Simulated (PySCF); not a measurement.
Bicarbonate, SMILES O=C([O-])O (charge -1) (B3LYP/def2-SVP optimised geometry):

```
5

O     -0.886    -0.012     0.000
C      0.561    -0.012     0.000
O      1.051     1.137    -0.001
O      1.067    -1.137     0.001
H     -1.067     0.938     0.000
```

Level of theory: PySCF with B3LYP/def2-TZVPD.

Q: What are the frontier orbital energies?

A: HOMO-2 -2.23 eV, HOMO-1 -1.90 eV, HOMO -1.33 eV, LUMO 3.81 eV, LUMO+1 4.77 eV.

On the same geometry PBE/def2-TZVPD in PySCF gives HOMO-2 -0.85 eV, HOMO-1 -0.68 eV, HOMO 0.10 eV, LUMO 3.55 eV, LUMO+1 4.56 eV.

Meta-Löwdin charges at B3LYP/def2-TZVPD: O1 -0.61, C2 0.64, O3 -0.69, O4 -0.65, H5 0.31.
